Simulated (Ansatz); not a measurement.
Ideal-gas functions of BGaH4O, SMILES `O[BH][GaH2]` at 600 K and 1 bar, from an Ansatz frequency run at PBE0-D4/def2-TZVP.

Molar mass 100.57 g/mol, point group Cs (symmetry number 1), electronic degeneracy 1, moments of inertia 12.529, 157.259, 162.647 u Å². Harmonic wavenumbers (cm⁻¹, unscaled): 142, 194, 309, 454, 598, 600, 764, 880, 987, 1184, 1341, 1928, 1932, 2508, 3838.

Use S(trans) = R[1.5 ln M + 2.5 ln T − 1.1517]; rotational temperatures θ = 24.2544 K / I; S(rot) = R[ln(√π/σ · √(T³/θAθBθC)) + 1.5]; for each mode x = 1.438777 ν̃/T, S = R[x/(eˣ − 1) − ln(1 − e⁻ˣ)] and H = RT x/(eˣ − 1); 1 cm⁻¹ = 0.0119627 kJ/mol; R = 8.31446 J/(mol·K).

Task: By hand: the entropy, in J/(mol·K).

Result: Translation 180.9. Rotation: θ = 1.9359, 0.1542, 0.1491 K, giving 109.9. Vibration, mode by mode: 17.31, 14.75, 10.99, 8.01, 6.00, 5.97, 4.35, 3.49, 2.86, 1.97, 1.46, 0.46, 0.46, 0.14, 0.01, in all 78.2. Electronic 0.0. Sum 369.0 J/(mol·K).

Task: By hand: H − E and G − E in kJ/mol, counted from the electronic energy.

Result: Zero-point energy ½ × 17659 × 0.0119627 = 105.6; thermal vibration 25.2; translation, rotation and pV give 4 RT = 20.0. H − E = 150.8 kJ/mol, and G − E = 150.8 − 600 × 369.0/1000 = -70.6 kJ/mol.

Vibration gives 21 % of the entropy, 17.3 J/(mol·K) of it from the mode under 150 cm⁻¹: soft modes count most, and the harmonic formula is weakest for them. The sum counts one conformer and one mirror image; others add a mixing term.
